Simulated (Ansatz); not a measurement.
`[Cl][SnH2][GeH3]` + `C#CC[SiH2]C` → `C#[C][SnH2][Cl]` + `C[SiH2][CH2][GeH3]`  (redistribution)

Gas-phase electronic energies from Ansatz, PBE0-D4/def2-TZVP geometries. CBS: MP2 limit from def2 TZ/QZ plus the TZ coupled-cluster correction, frozen cores. Functionals use def2-TZVPP. B3LYP here is the variant with VWN-RPA as its local correlation; programs differ in this. Elements past krypton have def2 core potentials. For Ge, Sn outer-core shells are correlated without core-valence functions, which leaves a few kJ/mol of doubt a bond. Scalar relativity is left out up to krypton. Each species was taken in one conformer, which may not be the lowest.

Question: Is it downhill or uphill in electronic energy at CCSD(T)/CBS, and by how much? (An estimate is asked.)

Answer: Computed: Uphill: ΔE = +18.6 kJ/mol.

Question: What do these levels give: PBE-D4, PBE0-D4, B3LYP-D4, ωB97X-V, B2PLYP, PBE0? (An estimate is asked.)

Answer: Ansatz gave: PBE-D4 42.8, PBE0-D4 39.2, B3LYP-D4 36.7, ωB97X-V 25.6, B2PLYP 26.5, PBE0 40.3 kJ/mol.

Largest T1 diagnostic among the species: 0.013.

In def2-TZVPP, CCSD(T) changes the Hartree–Fock value by −11.3 kJ/mol (the triples alone add −2.3 kJ/mol) and MP2 by −11.0 kJ/mol. From PBE to PBE0 (25 % exact exchange), in def2-TZVPP and without D4, ΔE moves by −3.8 kJ/mol.
